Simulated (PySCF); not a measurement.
# Adding and removing an electron: GaF

B3LYP; PySCF, no relativity, basis sets Ga def2-TZVPPD, F def2-TZVPPD. Neutral (UKS): singlet (closed shell), Re = 1.803 Å, ωe = 595 cm⁻¹, De = 6.06 eV, HOMO -7.79 eV, LUMO -1.72 eV.

GaF⁺ (UKS): doublet (σ ↑), Re = 1.723 Å, ωe = 677 cm⁻¹, De = 1.46 eV to Ga⁺ + F. The energies at the minima are -2024.85507 hartree for GaF and -2024.46533 for GaF⁺.

(1) Work out the adiabatic ionisation energy, without and with harmonic zero-point energies (1 hartree = 27.2114 eV, 1 eV = 8065.5 cm⁻¹), and the change of the bond length.

Spin–orbit coupling is left out. For an ion De counts to the pair picked by the measured ionisation energies or electron affinities, which need not be the lowest pair at this level. States were picked by a PBE0 search and need not be the measured ground states.

## Answers

(1) At B3LYP: 0.38974 hartree = 10.605 eV between the minima; the zero-point term (677.0 − 595.0)/2 cm⁻¹ = +0.005 eV makes it 10.610 eV. Re changes by -8.0 pm against the neutral. Minus the HOMO energy is 7.79 eV, -2.82 eV from the value between the minima; self-interaction puts the Kohn–Sham level too high, less so with exact exchange. The electron leaves a σ orbital, and the shorter bond of the ion fits an antibonding orbital, or a change in how ionic the bond is.
